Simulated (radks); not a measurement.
Results of a calculation; reference values are marked as such.
Q: These are the eigenvalues of the occupied orbitals of an atom or ion with whole-number occupations (Ry). Code: a radial shooting solver on a logarithmic mesh with Libxc functionals. Model: scalar-relativistic Kohn-Sham, PBE, spin-polarised, spherical densities, finite nucleus; Fermi nuclear charge, rms radius of each element as measured or else 0.836 A^(1/3) + 0.57 fm.

1s: -3630.178
2s: -755.1830
2p: -696.1012
3s: -288.1284
3p: -269.9579

Which element is it, and in what charge state? The configuration may be excited. Open shells, if any, are filled with parallel spins first.

A: Z = 62, samarium, charge +44: Sm44+ in [Ar]. The list shows which subshells hold electrons but not how many an open one holds; the 1s level, -1815.1 hartree, gives Z - s = 60.3 by -(Z - s)^2/2, which with screening and relativity narrows Z to a few neighbours, and the depths of the outer levels then fix element, charge and occupations together.
